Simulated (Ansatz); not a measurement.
Consider the cleavage of the P–B bond: `CB(N)P` + `O[SiH2]F` → `F[SiH2]OP` + `CBN`.

Computed with Ansatz on PBE0-D4/def2-TZVP structures; ΔE is electronic, products minus reactants. CCSD(T)/CBS is the MP2 limit (def2-TZVPP, def2-QZVPP) plus CCSD(T) − MP2 in def2-TZVPP, frozen cores. DFT in def2-TZVPP. HSE06 is defined as in plane-wave codes. One conformer a species, not always the lowest.

```csv
level,ΔE (kJ/mol),difference from CCSD(T)/CBS
LDA (SPW92),40.3,12.7
revPBE-D4,38.6,11.0
r2SCAN0-D4,31.4,3.8
HSE06-D4,35.3,7.7
ωB97M-V,21.3,-6.3
revPBE,33.9,6.3
r2SCANh,31.5,3.9
CCSD(T)/def2-SVP,35.0,7.4
CCSD/def2-TZVPP,23.9,-3.7
HF/def2-QZVPP,-0.1,-27.7
CCSD(T)/CBS,27.6,0
```

Largest T1 diagnostic among the species: 0.013.

In def2-TZVPP, CCSD(T) changes the Hartree–Fock value by +24.9 kJ/mol (the triples alone add +3.6 kJ/mol) and MP2 by +27.6 kJ/mol. From BLYP to BHLYP (50 % exact exchange), in def2-TZVPP and without D4, ΔE moves by −4.0 kJ/mol. Leaving LDA and LC-ωPBE aside and taking each functional with its dispersion term where it has one, the values, not all of them listed here, spread over 23.8 kJ/mol, from BHLYP-D4 to revPBE-D4. LDA lies +4.9 kJ/mol from PBE without D4.
